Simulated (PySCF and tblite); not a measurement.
Values are calculated unless marked as measured or tabulated.
System: C₇H₁₃FO, numbered as in [CH3:1][O:2][C@@H:3]1[CH2:4][CH2:5][CH2:6][C@H:7]([F:8])[CH2:9]1.

Motion: rotation about the C3–O2 bond (torsion C4–C3–O2–C1 from -165° to -296°, falling). GFN2-xTB gives an electronic barrier of 3.6 kcal/mol and a reaction energy of 0.6 kcal/mol.

(1) What does PBE0/pcSseg-1 + D3(BJ) give on GFN2-xTB geometries?

Programs: tblite and PySCF.

Results:

(1) A barrier of 4.8 kcal/mol, 1.2 above the tight-binding barrier (from unrounded values), a reaction energy of 1.9 kcal/mol and, with GFN2-xTB thermal terms, ΔG‡(298 K) = 5.4 kcal/mol and k = 7.1×10⁸ s⁻¹ (1 equivalent path).
